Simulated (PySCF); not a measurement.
**Electronic absorption of [C4H6F3]+**

C4H6F3 (charge +1).
Atom-mapped SMILES: `[CH3:1][C+:2]([CH2:3][F:4])[CH:5]([F:6])[F:7]` (hydrogens: H8, H9, H10 on C1; H11, H12 on C3; H13 on C5)

The calculation used TDDFT wB97X-D/def2-SVPD, vertical, gas phase, core orbitals frozen in the response (PySCF). Isolated species at its PBE0-D3(BJ)/def2-SVP geometry (one conformer only). Torsions of this conformer, `[CH3:1][C+:2]([CH2:3][F:4])[CH:5]([F:6])[F:7]`: C1–C2–C3–F4 -175°, C1–C2–C5–F6 -107°.

```csv
state,E (eV),λ (nm),f,"main configurations (H = HOMO, L = LUMO)"
S1,4.27,290.2,0.0006,H→L (98%)
S2,5.37,231.0,0.0080,H-2→L (88%)
S3,5.54,223.9,0.109,H-1→L (91%)
S4,6.35,195.4,0.019,"H-3→L (55%), H-4→L (38%)"
S5,6.43,192.8,0.0039,"H-4→L (51%), H-3→L (43%)"
S6,6.79,182.5,0.0015,H-5→L (90%)
```

The lowest singlet comes at 290 nm (412 kJ/mol) in the ultraviolet; it is very weak; its leading configuration is HOMO→LUMO (98%). The most intense listed level is S3 at 5.54 eV (224 nm, f = 0.109), 1.26 eV above S1. Löwdin shares by element: HOMO fluorine 42% or more, carbon 30% or more (atoms not listed hold the other 29%); LUMO carbon 71% or more, fluorine 5% or more (atoms not listed hold the other 24%). Orbital energies (eV): HOMO-3 -19.24, HOMO-2 -18.58, HOMO-1 -18.04, HOMO -17.54, LUMO -8.01, LUMO+1 -2.43, LUMO+2 -1.91. The oscillator strengths of these states sum to 0.141; summed over the whole spectrum of an exact calculation they would give the number of electrons, 56 (Thomas–Reiche–Kuhn). Of the 6 states listed, 2 reach f = 0.01 and none stays under 0.0005. Only the lowest 6 singlets were computed, as vertical energies without vibronic structure.

The run took about 80 s of CPU time (one thread, shared machine).
